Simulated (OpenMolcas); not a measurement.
Ta4+ with 4 ligands (chloride) in tetrahedral coordination (Td) at 2.31 Å. Ligand basis ANO-RCC-VDZP.
```
Ta    0.0000    0.0000    0.0000
Cl    1.3337    1.3337    1.3337
Cl    1.3337   -1.3337   -1.3337
Cl   -1.3337    1.3337   -1.3337
Cl   -1.3337   -1.3337    1.3337
```

```
Program             : OpenMolcas 26.06
Method              : SS-CASPT2, IPEA 0.25 Eh, imaginary shift 0.1 Eh (the 47 lowest orbitals frozen, all others correlated)
Basis               : ANO-RCC-VDZP [7s6p4d2f1g]
Scalar Hamiltonian  : DKH2, point nucleus
Active space        : 1 electron in 5 orbitals (5d)
State averaging     : 2S+1 = 2 even, 5 roots
Spin-orbit coupling : RASSI with atomic mean-field integrals over the reference wave functions
```

Problem. What is the spin-free ground state (labels of Td)?

Solution. 2E, 2-fold in its orbital part; it has the highest spin that d1 allows.

Problem. Where is the first state of the same spin?

Solution. 2T2 at 8820 cm-1 above the ground state.

Problem. What are the lowest two levels with spin-orbit coupling?

Solution. A 4-fold level Γ8, then a 4-fold level Γ8 9600 cm-1 above it. Their leading multiplicities are 2 (100 %) and 2 (100 %).

Problem. What is χT at 300 K, and how does it compare with the textbook value?

Solution. The lowest level has 2S+1 = 2, for which the spin-only value is χT = S(S+1) / 2 = 0.375 cm3 K/mol (g = 2). The computed 0.193 at 300 K differs by -0.182, through orbital momentum, spin-orbit coupling and any other state in reach.

Problem. Which ligand-field parameters describe the states?

Solution. The gap between the two states is 10Dq = -8822 cm-1 (negative for this site). 

Over all roots computed the reference weight is 0.73; a low but even weight reflects the number of correlated electrons. An orbital doublet at a regular site is open to a Jahn-Teller distortion, which this geometry leaves out. The least metal-like active orbital is 69 % on the metal (Löwdin) and no ligand orbital is active, so the numbers are rough. Ligand-to-metal charge-transfer states are missing. With one d shell and no ligand orbital active, 10Dq can be off by a tenth or more. No measured value stands beside these numbers; the geometry was imposed, not optimised, and the real ion may take another.
